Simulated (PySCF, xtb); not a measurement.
B(SiH3)3 (BH9Si3), SMILES [SiH3]B([SiH3])[SiH3].

Coordinates come from a PBE0-D3(BJ)/def2-SVP optimisation.

Level of theory: IEF-PCM-M06-2X/def2-SVP in PySCF.

The values are the electrostatic part of the solvation free energy, E(continuum) − E(gas) at the gas-phase geometry, in a cavity of scaled van der Waals radii (PySCF's table); cavitation and dispersion terms are not included. In vacuum the orbital gap is 6.88 eV. The dipole moment in vacuum is 0.12 D.

Computed values in water (ε = 78.36), acetone (ε = 20.49), diethylether (ε = 4.24):
```tsv
solvent	ε	ΔG(elec) (kcal/mol)	dipole (D)	gap (eV)
water	78.36	-0.8	0.15	6.96
acetone	20.49	-0.7	0.15	6.96
diethylether	4.24	-0.5	0.14	6.93
```

For comparison, GFN2-xTB/ALPB(water) (xtb, at the GFN2-xTB geometry, all terms of that model) gives -0.9 kcal/mol.
